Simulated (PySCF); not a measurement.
Silicon: a sound run and one with changed settings

Sound run: Si²⁺ [Ne] 3s2, Si³⁺ [Ne] 3s1. All numbers are calculated (PySCF 2.14, the spin-free X2C one-electron Hamiltonian (Gaussian nucleus), in cc-pVTZ-DK (5s4p2d1f, 34 functions)). The sound run starts from symmetry-adapted Hartree-Fock orbitals and uses a fine grid where one is needed.

Changed run: radial step 0.8 in ln r (0.13 in the sound run). This setting is unsound on purpose.

| species | method | sound run (hartree) | changed run (hartree) | converged |
| --- | --- | --- | --- | --- |
| Si²⁺ | UHF | -288.59764 | -288.59764 | yes |
| Si²⁺ | PBE | -288.93415 | -288.93008 | yes |
| Si²⁺ | LDA | -287.90749 | -287.90518 | yes |
| Si³⁺ | UHF | -287.42085 | -287.42085 | yes |
| Si³⁺ | PBE | -287.70501 | -287.70937 | yes |
| Si³⁺ | LDA | -286.67322 | -286.68779 | yes |

Ionisation energy of Si²⁺:

| method | sound run (eV) | changed run (eV) |
| --- | --- | --- |
| UHF | 32.022 | 32.022 |
| PBE | 33.447 | 33.217 |
| LDA | 33.586 | 33.127 |

A coarse radial grid mis-integrates the density and the exchange-correlation energy, with errors of either sign; Hartree-Fock needs no grid.

For comparison, NIST gives 33.493 eV between the lowest levels.
